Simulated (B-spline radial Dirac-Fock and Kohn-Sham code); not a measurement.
Two-hole binding energies of Tl³⁺

System: Tl³⁺, 1s2 2s2 2p6 3s2 3p6 3d10 4s2 4p6 4d10 4f14 5s2 5p6 5d10.

Level of theory: ΔSCF Dirac-Fock with Breit, self-energy and vacuum polarisation, finite nucleus, configuration average; a radial B-spline solver. U is the two-hole binding energy less the two single-hole energies, the effective repulsion of the holes after relaxation. Each two-hole energy is an average over J within one jj subconfiguration.

```
          holes  E(a) (eV)  E(b) (eV)  E(ab) (eV)  U (eV)
   1s⁻¹ 3p1/2⁻¹    85563.3     3458.2     89166.3   144.8
   2s⁻¹ 2p1/2⁻¹    15390.7    14736.5     30371.8   244.7
   2s⁻¹ 2p3/2⁻¹    15390.7    12694.4     28308.7   223.6
   2s⁻¹ 3p1/2⁻¹    15390.7     3458.2     18957.8   108.8
   2s⁻¹ 3p3/2⁻¹    15390.7     2999.4     18488.4    98.2
   2s⁻¹ 3d3/2⁻¹    15390.7     2523.9     18026.4   111.8
2p1/2⁻¹ 3d5/2⁻¹    14736.5     2427.6     17274.6   110.6
2p3/2⁻¹ 3p1/2⁻¹    12694.4     3458.2     16263.5   110.9
        3d5/2⁻²     2427.6     2427.6      4936.7    81.5
4f5/2⁻¹ 4f7/2⁻¹      159.4      154.9       346.2    31.9
        4f7/2⁻²      154.9      154.9       341.0    31.1
        5p1/2⁻²      134.2      134.2           ?       ?
5p1/2⁻¹ 5p3/2⁻¹      134.2      114.1       267.0    18.6
        5d5/2⁻²      49.29      49.29       114.1    15.5
```

Task: Give the missing two-hole energy and U.

Result: E(ab) = 288.9 eV and U = 20.5 eV.

Values without a named source are computed, but for edge energies of neutral atoms, which are taken from tables.
